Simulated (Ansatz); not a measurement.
`[SiH3]C[SiH2]P` + HCl → `P[SiH2]Cl` + `C[SiH3]` at 298.15 K and 1 bar (ligand exchange at the Si–C bond).

Calculated with Ansatz (gas phase, PBE0-D4/def2-TZVP geometries, no zero-point term in ΔE). CCSD(T)/CBS adds triple-zeta CCSD(T) − MP2 to the extrapolated MP2 energy (def2 sets, frozen cores). This one scheme is used for every species. Each species was taken in one conformer, which may not be the lowest.

```json
{"species": "`[SiH3]C[SiH2]P`", "CCSD(T)/CBS energy (Eh)": "-962.56862", "H − E (kJ/mol)": "252.0", "S (J/(mol·K))": "377.1"}
{"species": "HCl", "CCSD(T)/CBS energy (Eh)": "-460.38127", "H − E (kJ/mol)": "26.6", "S (J/(mol·K))": "186.8"}
{"species": "`P[SiH2]Cl`", "CCSD(T)/CBS energy (Eh)": "-1092.24436", "H − E (kJ/mol)": "112.1", "S (J/(mol·K))": "313.7"}
{"species": "`C[SiH3]`", "CCSD(T)/CBS energy (Eh)": "-330.73916", "H − E (kJ/mol)": "173.3", "S (J/(mol·K))": "255.5"}
```

H − E and S are ideal-gas, rigid-rotor, harmonic terms from PBE0-D4/def2-TZVP, for one conformer and one mirror image of each species. 1 Eh = 2625.50 kJ/mol, R = 8.31446 J/(mol·K).

**Question.** By hand: ΔE, ΔH, ΔS and ΔG.

**Answer.** ΔE = (-1092.24436) + (-330.73916) − (-962.56862) − (-460.38127) = -0.03363 Eh = -88.3 kJ/mol. Δ(H − E) = 112.1 + 173.3 − 252.0 − 26.6 = 6.8, so ΔH = -81.5 kJ/mol. ΔS = 313.7 + 255.5 − 377.1 − 186.8 = 5.3 J/(mol·K). ΔG = -81.5 − 298.15 × (5.3)/1000 = -83.1 kJ/mol.

**Question.** By hand: the equilibrium constant, and the temperature at which ΔG would vanish if ΔH and ΔS stayed fixed.

**Answer.** log₁₀ K = −ΔG/(RT ln 10) = 14.6. ΔH and −TΔS have one sign here, so there is no such temperature. One of them is within its doubt of zero, so this could turn.

The number of gas molecules stays the same, so ΔS is small and ΔH decides. A doubt of 5 kJ/mol in ΔE shifts log₁₀ K by 0.9 here. Other conformers and mirror images would add mixing entropy, several J/(mol·K) or more a flexible species. Modes under 60 cm⁻¹, often nearly free rotors, make the harmonic entropy too high. These are equilibria of isolated gas molecules and say nothing of rates. Largest T1 diagnostic: 0.012 (customary marks: 0.02 for closed shells, 0.045 for open ones).
